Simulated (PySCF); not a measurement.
C6H9P.
Geometry (GFN2-xTB, Å), atoms numbered from 1 in this order:
```
atom  x, y, z in Å
C1     3.912   -0.223    0.986
C2     2.534   -0.479    0.634
C3     1.367   -0.659    0.388
P4    -0.267   -1.057   -0.135
C5    -0.881    0.651   -0.344
C6    -2.164    0.956   -0.495
C7    -3.276   -0.034   -0.457
H8     4.103    0.850    1.006
H9     4.127   -0.637    1.972
H10    4.574   -0.687    0.255
H11   -0.767   -1.230    1.170
H12   -0.118    1.417   -0.403
H13   -2.458    1.990   -0.637
H14   -3.964    0.135   -1.284
H15   -3.842    0.067    0.470
H16   -2.887   -1.050   -0.519
```

Method: PySCF 2.14.0, density-fitted response routines, TDDFT CAM-B3LYP/def2-SVPD, vertical, gas phase, core orbitals frozen in the response.

Computed states:

```tsv
state	E (eV)	f
S1	5.42	0.036
S2	5.87	0.015
S3	6.20	0.082
S4	6.29	0.077
S5	6.57	0.0037
S6	6.60	0.028
S7	6.85	0.016
S8	6.97	0.059
```

Broadening: Gaussians 0.4 eV wide at half height, area fixed by f = 4.319×10⁻⁹ ∫ε dν̃. The width is an assumption, not a result. The curve ends short of the highest state used, and states not computed would add to its high-energy end.

Q: What does the envelope look like, and where are its maxima?

A: 
```
λ (nm)  ε (L mol⁻¹ cm⁻¹)
 194.8              9017
 196.9             10307
 199.1             10515
 201.2              9527
 203.4              7670
 205.5              5713
 207.7              3962
 209.8              2761
 212.0              1964
 214.1              1539
 216.2              1364
 218.4              1402
 220.5              1609
 222.7              1932
 224.8              2241
 227.0              2453
 229.1              2479
 231.3              2304
 233.4              1986
 235.6              1569
 237.7              1165
 239.9               794
 242.0               515
 244.2               307
 246.3               177
 248.4                96
 250.6                48
 252.7                24
 254.9                11
 257.0                 5
```

Maxima: 228 nm (5.43 eV), ε about 2500, made up of S1 (99%); 198 nm (6.25 eV), ε about 11000, made up of S3 (49%) and S4 (47%) (ε in L mol⁻¹ cm⁻¹; maxima over ε = 5, shares over 10%).

Q: Coming from long wavelengths, where does ε first pass 100 L mol⁻¹ cm⁻¹?

A: At about 248 nm (4.99 eV), 0.43 eV below S1.

Q: On this curve, what absorbance would a 10⁻³ mol/L sample give at 222 nm over a 1 cm path?

A: 222 nm is 5.585 eV, where ε is about 1800 L mol⁻¹ cm⁻¹, so A = ε c l ≈ 1.8 (Beer–Lambert, with the gas-phase spectrum and the assumed width).

Q: What would ε be at 6.25 eV, the highest of these maxima, with half the width (0.2 eV)?

A: About 18000 L mol⁻¹ cm⁻¹ against 10600, a factor of about 1.7; a lone state at its own centre would give exactly 2.

One conformer stands for the species.
